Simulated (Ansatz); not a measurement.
Start from `B[SiH2]B(C)[SiH3]` and change one atom or group to get `CB([SiH3])S`.

Ansatz, PBE0-D4/def2-TZVP geometries, multiplicity 1. Each molecule was computed in one conformer, which needn't be the lowest.

| property | `B[SiH2]B(C)[SiH3]` |
| --- | --- |
| size of the dipole moment (ωB97M-V/def2-TZVPP) / D | 1.19 |
| HOMO–LUMO gap (B3LYP/def2-TZVPP) / eV | 4.04 |
| HOMO energy (PBE/def2-TZVPP) / eV | -6.21 |
| LUMO energy (PBE0/def2-TZVPP) / eV | -2.87 |
| HOMO–LUMO gap (PBE0/def2-TZVPP) / eV | 4.37 |
| HOMO energy (ωB97M-V/def2-TZVPP) / eV | -9.27 |

Problem. Give the same properties after the change, and the shifts. (An estimate is asked.)

Solution. Computed: 
| property | `CB([SiH3])S` | shift |
| --- | --- | --- |
| size of the dipole moment (ωB97M-V/def2-TZVPP) / D | 1.77 | 0.58 |
| HOMO–LUMO gap (B3LYP/def2-TZVPP) / eV | 6.39 | 2.35 |
| HOMO energy (PBE/def2-TZVPP) / eV | -6.89 | -0.68 |
| LUMO energy (PBE0/def2-TZVPP) / eV | -1.37 | 1.50 |
| HOMO–LUMO gap (PBE0/def2-TZVPP) / eV | 6.73 | 2.36 |
| HOMO energy (ωB97M-V/def2-TZVPP) / eV | -10.22 | -0.95 |

With PBE0 the HOMO falls by 0.86 eV and the LUMO rises by 1.50 eV, so the gap widens by about 2.36 eV. PBE moves the HOMO by -0.68 eV and ωB97M-V by -0.95 eV. Dipoles are sizes alone; their direction can turn.

B3LYP here is the variant with VWN-RPA as its local correlation; programs differ in this.
